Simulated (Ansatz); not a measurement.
Input for Ansatz (an electronic-structure program): U-SVWN5/def2-TZVPP on C2H6Si (SMILES C[Si]C), 2S+1 = 3, a spin state set in the input, which need not be the lowest, at the other state's geometry.

Ansatz 0.2 input:
```yaml
crystal:
  periodic: [false, false, false]
  atoms:
    - {symbol: C, position_ang: [1.41354259, -0.24759947, 0.49862423]}
    - {symbol: Si, position_ang: [0.03137358, 0.33290770, -0.67691889]}
    - {symbol: C, position_ang: [-1.45488830, -0.19112335, 0.39345417]}
    - {symbol: H, position_ang: [1.47087414, -1.34072610, 0.38839649]}
    - {symbol: H, position_ang: [2.39550506, 0.15470749, 0.24779410]}
    - {symbol: H, position_ang: [1.19865776, -0.05412785, 1.55406134]}
    - {symbol: H, position_ang: [-1.31229954, -1.15173472, 0.89788303]}
    - {symbol: H, position_ang: [-2.40002675, -0.20268754, -0.15023372]}
    - {symbol: H, position_ang: [-1.54386651, 0.56619790, 1.18649281]}
basis:
  gaussian:
    orbitals: def2-TZVPP
hamiltonian:
  xc: {name: SVWN5}
magnetization: {spin_polarized: true, initial_magnetization: 2}
```

Program output:

```
WARN ansatz: RAYON_NUM_THREADS=2 ignored (pool sized by the plan → 2); use --threads N
Functional definition: SVWN5
integrals: 0.08 GiB planned
1002 factors; their error is unknown
mean field: 0.84 GiB planned
mean field evaluation 1: about -9977.0606 eV, gradient 6.3e1 eV
mean field evaluation 2: about -9930.2819 eV, gradient 9.8e1 eV
mean field evaluation 4: about -9995.2286 eV, gradient 6.1e0 eV
mean field evaluation 8: about -9995.4541 eV, gradient 9.5e-2 eV
mean field evaluation 16: about -9995.4237 eV, gradient 1.4e-4 eV
mean field -9995.42374257 eV, -367.3250473980 hartree, gradient 1.4e-5 eV, S^2 2.001986; 0 other end points of the search recorded, 0 dependent functions left out
reference -9995.42377824 eV, -367.3250487087 hartree; 17, 15 occupied and 171, 173 virtual orbitals, 1002 factors
Total energy: -9995.42377824 eV, -367.3250487087 hartree
```

The run converged.

Cost: about 2.8 core-seconds (a rough figure).
